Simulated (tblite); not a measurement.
Input of a run (GFN2-xTB geometry optimisation, gas phase (tblite 0.8.0)), started from a force field or distance geometry:
```
{"job": {"kind": "relax", "xc": "GFN2-xTB", "basis": "xTB"}, "charge": 0, "multiplicity": 1}
C      1.728100     1.195200     1.693300
C      1.340000     0.694400     0.659700
C      0.876700     0.075700    -0.569500
C     -0.237000     0.955700    -1.097400
O     -0.150700     1.846500    -1.944600
N     -1.426100     0.551500    -0.405100
C     -1.275700    -0.805000     0.099900
C      0.155200    -1.211100    -0.205500
F      0.782300    -1.840400     0.852900
H      2.032100     1.650600     2.617900
H      1.655900    -0.108200    -1.303700
H     -2.298400     1.112200    -0.252900
H     -2.044700    -1.477100    -0.304800
H     -1.342500    -0.713300     1.206200
H      0.200500    -1.918600    -1.068300
```

Output (eV, eV/Å):
```
step      E/eV     max force
  0    -749.78755    2.768
  1    -749.95141    3.583
  2    -750.01306    3.757
  3    -750.09101    1.878
  4    -750.12796    0.815
  5    -750.15638    0.549
  6    -750.18996    0.357
  7    -750.20023    0.297
  8    -750.21329    0.256
  9    -750.22293    0.272
 10    -750.23043    0.218
 11    -750.23593    0.208
 12    -750.24284    0.275
 13    -750.25169    0.291
 14    -750.26149    0.245
 15    -750.26914    0.217
 16    -750.27451    0.196
 17    -750.27888    0.164
 18    -750.28231    0.129
 19    -750.28466    0.146
 20    -750.28666    0.118
 21    -750.28871    0.118
 22    -750.29058    0.109
 23    -750.29207    0.095
 24    -750.29341    0.105
 25    -750.29496    0.103
 26    -750.29681    0.095
 27    -750.29826    0.086
 28    -750.29916    0.080
 29    -750.29985    0.074
 30    -750.30059    0.070
 31    -750.30133    0.079
 32    -750.30185    0.051
 33    -750.30210    0.034
 34    -750.30224    0.030
 35    -750.30238    0.032
 36    -750.30255    0.036
 37    -750.30272    0.035
 38    -750.30287    0.037
 39    -750.30300    0.027
 40    -750.30312    0.028
 41    -750.30324    0.031
 42    -750.30337    0.039
 43    -750.30350    0.044
 44    -750.30363    0.033
 45    -750.30375    0.023
 46    -750.30384    0.025
 47    -750.30392    0.026
 48    -750.30398    0.026
 49    -750.30403    0.018
 50    -750.30406    0.010
 51    -750.30408    0.009
```

Q: Summarise the run.

A: The energy falls by 49.8 kJ/mol over 51 L-BFGS steps, the largest force on an atom goes from 2.77 to 0.009 eV/Å, and the atoms move by 0.188 Å rms after alignment. The bond that changes most is C4–N6 (amide carbonyl carbon to amide nitrogen), which shortens by 0.084 Å. Bonds longer at the end by more than 0.005 Å: 4 of 15; shorter: 10. Among the angles that change most is N6–C7–H14, from 105.2° to 111.9°. Among the dihedrals that turn most is C4–N6–C7–C8, from 5° to -18°. The energy never rose by more than 1e-5 eV on the way. The first step brought 32 % of the lowering.

Q: What are the final bond lengths?

A: C1≡C2 1.196 Å, C2–C3 1.450 Å, C3–C4 1.541 Å, C4=O5 1.202 Å, C4–N6 1.350 Å, N6–C7 1.441 Å, C7–C8 1.536 Å, C8–F9 1.370 Å, C3–C8 1.537 Å, C1–H10 1.049 Å, C3–H11 1.091 Å, N6–H12 1.007 Å, C7–H13 1.092 Å, C7–H14 1.098 Å, C8–H15 1.097 Å. Numbering counts from 1 in the input's order; the species is `[C@H]1(C(=O)NC[C@@H]1F)C#C`.

Hardware: Arm Neoverse N1, one thread, shared host. Cost: 0.47 s of wall time.

Its GFN2-xTB frequencies are all real (lowest 63 cm⁻¹). The numbers are those of one conformer. 3 starts were optimised and ended at 0.00, 0.54 and 0.54 kcal/mol (GFN2-xTB); the lowest of these is shown.

All values are computed, not measured.
